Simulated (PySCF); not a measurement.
C3H10BN.
SMILES with atom numbers: `[CH3:1][BH:2][NH:3][CH2:4][CH3:5]` (hydrogens: H6, H7, H8 on C1; H9 on B2; H10 on N3; H11, H12 on C4; H13, H14, H15 on C5)

Computed by this run: PBE0-D3(BJ)/def2-SVP geometry optimisation, gas phase (PySCF); density fitting, grid level 1; the optimiser is geomeTRIC in internal coordinates, started from a GFN2-xTB structure with every atom displaced at random (about 0.01 Å).

Step 0: E = -5431.3000 eV
```
atom  x, y, z in Å  |  force x, y, z in eV/Å
C1     -2.5447    0.3463    0.1567   -0.152   1.310   0.054
B2     -1.2296   -0.3959    0.5136   -0.419   0.270  -0.084
N3     -0.0781   -0.1041   -0.1714    2.280  -0.872   0.273
C4      1.2891   -0.6680    0.0334   -2.100   0.370   0.701
C5      2.2617    0.3766    0.4825   -0.603   0.446   0.022
H6     -2.9629    0.9048    1.0172    0.097  -0.200   0.027
H7     -2.4375    1.0973   -0.6485    0.105  -0.102   0.013
H8     -3.3252   -0.3228   -0.1587   -0.696  -0.724  -0.202
H9     -1.1989   -1.2070    1.3745    0.110  -0.585   0.537
H10    -0.0549    0.6060   -0.8724   -0.269   0.600  -0.600
H11     1.5990   -1.1309   -0.8885    0.394  -0.451  -0.724
H12     1.1792   -1.4533    0.7984    0.097  -0.047  -0.122
H13     2.3350    1.1770   -0.2658    0.223   0.104  -0.033
H14     3.2226   -0.0685    0.6568    1.003  -0.237   0.011
H15     1.9299    0.8251    1.4253   -0.071   0.117   0.128
```

Question: Estimate the geometry and energy of step 1. (The exact step hangs on the optimiser's Hessian estimate; all steps are aligned on step 0, rigid shifts and turns removed.)

Answer: E = -5431.4514 eV, largest force 0.301 eV/Å
```
atom  x, y, z in Å  |  force x, y, z in eV/Å
C1     -2.5874    0.3695    0.1525    0.039  -0.154  -0.124
B2     -1.2304   -0.3626    0.4887   -0.037  -0.001   0.058
N3     -0.0435   -0.0913   -0.1921   -0.147   0.056  -0.073
C4      1.2605   -0.6650    0.0431    0.151  -0.032  -0.259
C5      2.2768    0.3719    0.4947    0.093  -0.100   0.073
H6     -2.9909    0.8557    1.0523   -0.036   0.053   0.110
H7     -2.5047    1.1313   -0.6370    0.006   0.051  -0.046
H8     -3.3607   -0.3565   -0.1635    0.106   0.033   0.050
H9     -1.1730   -1.1928    1.3777   -0.011   0.001  -0.030
H10    -0.0571    0.6111   -0.9299    0.030  -0.092   0.079
H11     1.6269   -1.1683   -0.8797   -0.066   0.095   0.193
H12     1.1535   -1.4518    0.8040   -0.030   0.003   0.009
H13     2.3936    1.1685   -0.2563    0.010   0.031  -0.024
H14     3.2713   -0.0762    0.6642   -0.106   0.006  -0.050
H15     1.9498    0.8391    1.4346   -0.003   0.051   0.032
```

The energy changes by -0.1514 eV. The first-order estimate −F·Δx gives -0.3313 eV and the mean of the old and new forces, exact on a quadratic surface, -0.1516 eV. The step makes an angle of 65° with the force vector and moves no atom by more than 0.076 Å.

The cost below is that of the whole optimisation. Time: 26 s wall; peak memory 0.49 GiB. Hardware: an Arm Neoverse V2 with one thread, shared host with 96 logical CPUs at a one-minute load of 57.
